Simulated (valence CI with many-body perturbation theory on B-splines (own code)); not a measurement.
**Ho34+: calculated level list**

Calculated by configuration interaction combined with many-body perturbation theory (CI+MBPT): five valence electrons over a frozen Dirac-Fock core [Ar] 3d10, radial functions for each j: 9 s, 9 p, 8 d, 6 f, 3 g, 1 h, with the one-electron correlation potential Σ1 (screened to all orders), the two-electron term Σ2, the three-electron term Σ3, Breit, model QED; selected single and double excitations, second order for the rest (own B-spline code, finite nucleus).

The last digits are not significant, and no measured levels were compared; by estimate large intervals hold to a few tenths of a per cent, small ones and those within an open d or f shell to about a per cent. Among the levels kept, up to 300 cm⁻¹ of a level comes from second order outside the variational space, and about a tenth of that is noise between levels of different J, which matters for small intervals.

Levels 1 to 45 of 52, with energies above the lowest level, (4s^2 4p1/2^2 4p3/2) J=3/2. "Leading %" is the weight of the configuration and term that name the level; weights of strongly mixed levels are sums over their largest components and can fall short. In the jj column 3d3/2^4 stands for four electrons in 3d with j = 3/2. Lifetimes count E1, E2, E3, M1 and M2 decay at the calculated energies, and are blank where another channel may lead or the interval is too uncertain; long ones can be off by a factor of two.

| No. | Configuration | Term | J | E (cm⁻¹) | Leading % | Lifetime | Second component | g | Leading jj |
| --- | --- | --- | --- | --- | --- | --- | --- | --- | --- |
| 1 | 4s2.4p3 | 2P° | 3/2 | 0 | 45 |  | 29 % 4s2.4p3 4S° | 1.386 | 4s^2 4p1/2^2 4p3/2 (98 %) |
| 2 | 4s2.4p3 | 4S° | 3/2 | 406040 | 53 | 747 ns | 45 % 4s2.4p3 2D° | 1.446 | 4s^2 4p1/2 4p3/2^2 (98 %) |
| 3 | 4s2.4p3 | 2D° | 5/2 | 443890 | 99 | 3.72 μs |  | 1.197 | 4s^2 4p1/2 4p3/2^2 (99 %) |
| 4 | 4s2.4p3 | 2P° | 1/2 | 491440 | 98 | 1.01 μs |  | 0.661 | 4s^2 4p1/2 4p3/2^2 (98 %) |
| 5 | 4s2.4p3 | 2P° | 3/2 | 903880 | 53 | 357 ns | 28 % 4s2.4p3 2D° | 1.293 | 4s^2 4p3/2^3 (98 %) |
| 6 | 4s2.4p2.4d | 2D | 3/2 | 1033400 | 33 | 606 ps | 32 % 4s2.4p2.4d 4F | 0.838 | 4s^2 4p1/2^2 4d3/2 (88 %) |
| 7 | 4s.4p4 | 4P | 5/2 | 1037500 | 67 | 58.7 ps | 21 % 4s.4p4 2D | 1.486 | 4s 4p1/2^2 4p3/2^2 (86 %) |
| 8 | 4s.4p4 | 2S | 1/2 | 1157300 | 53 | 7.98 ps | 35 % 4s.4p4 4P | 2.173 | 4s 4p1/2^2 4p3/2^2 (90 %) |
| 9 | 4s.4p4 | 2D | 3/2 | 1180200 | 30 | 3.96 ps | 29 % 4s.4p4 2P | 1.130 | 4s 4p1/2^2 4p3/2^2 (76 %) |
| 10 | 4s2.4p2.4d | 4D | 5/2 | 1196200 | 24 | 5.55 ps | 24 % 4s2.4p2.4d 2D | 1.206 | 4s^2 4p1/2^2 4d5/2 (84 %) |
| 11 | 4s2.4p2.4d | 4D | 3/2 | 1436800 | 25 | 44.4 ps | 25 % 4s2.4p2.4d 4F | 1.010 | 4s^2 4p1/2 4p3/2 4d3/2 (76 %) |
| 12 | 4s2.4p2.4d | 4F | 5/2 | 1443400 | 42 | 384 ps | 42 % 4s2.4p2.4d 2F | 0.991 | 4s^2 4p1/2 4p3/2 4d3/2 (93 %) |
| 13 | 4s2.4p2.4d | 4D | 1/2 | 1445000 | 73 | 135 ps | 15 % 4s2.4p2.4d 2P | 0.294 | 4s^2 4p1/2 4p3/2 4d3/2 (93 %) |
| 14 | 4s.4p4 | 4P | 3/2 | 1463300 | 48 | 40.6 ps | 25 % 4s2.4p2.4d 2P | 1.446 | 4s 4p1/2 4p3/2^3 (58 %) |
| 15 | 4s2.4p2.4d | 2G | 7/2 | 1482200 | 42 | 97.9 ns | 27 % 4s2.4p2.4d 2F | 1.065 | 4s^2 4p1/2 4p3/2 4d3/2 (92 %) |
| 16 | 4s.4p4 | 2D | 5/2 | 1508200 | 42 | 57.9 ps | 16 % 4s2.4p2.4d 2D | 1.210 | 4s 4p1/2 4p3/2^3 (58 %) |
| 17 | 4s2.4p2.4d | 4D | 7/2 | 1539900 | 47 | 2.24 ns | 36 % 4s2.4p2.4d 4F | 1.311 | 4s^2 4p1/2 4p3/2 4d5/2 (98 %) |
| 18 | 4s.4p4 | 2P | 1/2 | 1570500 | 24 | 1.80 ps | 22 % 4s2.4p2.4d 2P | 1.334 | 4s^2 4p1/2 4p3/2 4d3/2 (52 %) |
| 19 | 4s2.4p2.4d | 4P | 5/2 | 1578800 | 37 | 1.25 ps | 19 % 4s2.4p2.4d 2F | 1.261 | 4s^2 4p1/2 4p3/2 4d3/2 (65 %) |
| 20 | 4s2.4p2.4d | 2G | 9/2 | 1581000 | 56 |  | 42 % 4s2.4p2.4d 4F | 1.203 | 4s^2 4p1/2 4p3/2 4d5/2 (98 %) |
| 21 | 4s2.4p2.4d | 2D | 3/2 | 1583600 | 32 | 946 fs | 21 % 4s2.4p2.4d 4P | 1.194 | 4s^2 4p1/2 4p3/2 4d3/2 (78 %) |
| 22 | 4s2.4p2.4d | 4D | 3/2 | 1607800 | 35 | 4.49 ps | 25 % 4s.4p4 2D | 1.147 | 4s^2 4p1/2 4p3/2 4d5/2 (51 %) |
| 23 | 4s2.4p2.4d | 2S | 1/2 | 1634600 | 35 | 1.59 ps | 19 % 4s2.4p2.4d 4P | 1.868 | 4s^2 4p1/2 4p3/2 4d3/2 (42 %) |
| 24 | 4s2.4p2.4d | 4D | 5/2 | 1649100 | 35 | 2.32 ps | 28 % 4s2.4p2.4d 2F | 1.172 | 4s^2 4p1/2 4p3/2 4d5/2 (49 %) |
| 25 | 4s2.4p2.4d | 2F | 7/2 | 1667800 | 42 | 3.72 ps | 32 % 4s2.4p2.4d 2G | 1.093 | 4s^2 4p1/2 4p3/2 4d5/2 (85 %) |
| 26 | 4s2.4p2.4d | 2P | 3/2 | 1674300 | 38 | 1.93 ps | 24 % 4s.4p4 2P | 1.350 | 4s^2 4p1/2 4p3/2 4d5/2 (54 %) |
| 27 | 4s2.4p2.4d | 2D | 5/2 | 1694100 | 53 | 1.54 ps | 21 % 4s2.4p2.4d 4P | 1.213 | 4s^2 4p1/2 4p3/2 4d5/2 (79 %) |
| 28 | 4s2.4p2.4d | 2D | 3/2 | 1712900 | 50 | 2.63 ps | 12 % 4s.4p4 2D | 0.891 | 4s^2 4p1/2 4p3/2 4d5/2 (58 %) |
| 29 | 4s2.4p2.4d | 2P | 1/2 | 1745100 | 60 | 1.62 ps | 14 % 4s2.4p2.4d 2S | 1.055 | 4s^2 4p1/2 4p3/2 4d5/2 (67 %) |
| 30 | 4s2.4p2.4d | 2S | 1/2 | 1965400 | 25 | 4.50 ps | 20 % 4s.4p4 2P | 1.774 | 4s 4p3/2^4 (41 %) |
| 31 | 4s2.4p2.4d | 2P | 1/2 | 1987400 | 60 | 1.74 ps | 21 % 4s2.4p2.4d 4P | 1.080 | 4s^2 4p3/2^2 4d3/2 (64 %) |
| 32 | 4s2.4p2.4d | 2D | 3/2 | 1987900 | 37 | 1.11 ps | 26 % 4s2.4p2.4d 4P | 1.169 | 4s^2 4p3/2^2 4d3/2 (89 %) |
| 33 | 4s2.4p2.4d | 2D | 5/2 | 1993600 | 31 | 1.23 ps | 18 % 4s2.4p2.4d 4D | 1.205 | 4s^2 4p3/2^2 4d3/2 (82 %) |
| 34 | 4s2.4p2.4d | 2F | 7/2 | 1994300 | 44 | 8.53 ps | 41 % 4s2.4p2.4d 4D | 1.272 | 4s^2 4p3/2^2 4d5/2 (86 %) |
| 35 | 4s2.4p2.4d | 4F | 9/2 | 2008500 | 56 | 626 ns | 42 % 4s2.4p2.4d 2G | 1.235 | 4s^2 4p3/2^2 4d5/2 (98 %) |
| 36 | 4s2.4p2.4d | 2F | 7/2 | 2022000 | 67 | 1.35 ps | 25 % 4s2.4p2.4d 2G | 1.083 | 4s^2 4p3/2^2 4d3/2 (79 %) |
| 37 | 4s2.4p2.4d | 2D | 3/2 | 2066200 | 61 | 1.32 ps | 20 % 4s2.4p2.4d 2P | 0.925 | 4s^2 4p3/2^2 4d3/2 (83 %) |
| 38 | 4s.4p3.4d | 6D° | 5/2 | 2075900 | 29 | 43.0 ps | 22 % 4s.4p3.4d 4F° | 1.319 | 4s 4p1/2^2 4p3/2 4d3/2 (90 %) |
| 39 | 4s.4p3.4d | 6D° | 3/2 | 2080500 | 36 | 29.8 ps | 16 % 4s.4p3.4d 4D° | 1.405 | 4s 4p1/2^2 4p3/2 4d3/2 (91 %) |
| 40 | 4s.4p3.4d | 6D° | 1/2 | 2080500 | 43 | 52.5 ps | 39 % 4s.4p3.4d 4P° | 2.641 | 4s 4p1/2^2 4p3/2 4d3/2 (91 %) |
| 41 | 4s.4p3.4d | 6D° | 7/2 | 2094600 | 30 | 84.8 ps | 23 % 4s.4p3.4d 4F° | 1.339 | 4s 4p1/2^2 4p3/2 4d3/2 (76 %) |
| 42 | 4s2.4p2.4d | 2D | 5/2 | 2101400 | 78 | 525 ps | 13 % 4s2.4p2.4d 4D | 1.204 | 4s^2 4p3/2^2 4d5/2 (97 %) |
| 43 | 4s.4p3.4d | 4F° | 3/2 | 2154000 | 30 | 8.88 ps | 14 % 4s.4p3.4d 2D° | 0.955 | 4s 4p1/2^2 4p3/2 4d3/2 (72 %) |
| 44 | 4s.4p3.4d | 6D° | 9/2 | 2164900 | 42 | 76.6 ps | 42 % 4s.4p3.4d 4F° | 1.394 | 4s 4p1/2^2 4p3/2 4d5/2 (93 %) |
| 45 | 4s2.4p2.4d | 2D | 3/2 | 2165200 | 46 | 1.78 ps | 36 % 4s2.4p2.4d 2P | 1.132 | 4s^2 4p3/2^2 4d5/2 (86 %) |

The ionisation energy to 4s2.4p2 3P_0 of the next ion comes out as 1444.3 eV (NIST: 1443 ± 5 eV (theoretical)). All 52 levels together are meant to be complete up to 2269100 cm⁻¹.
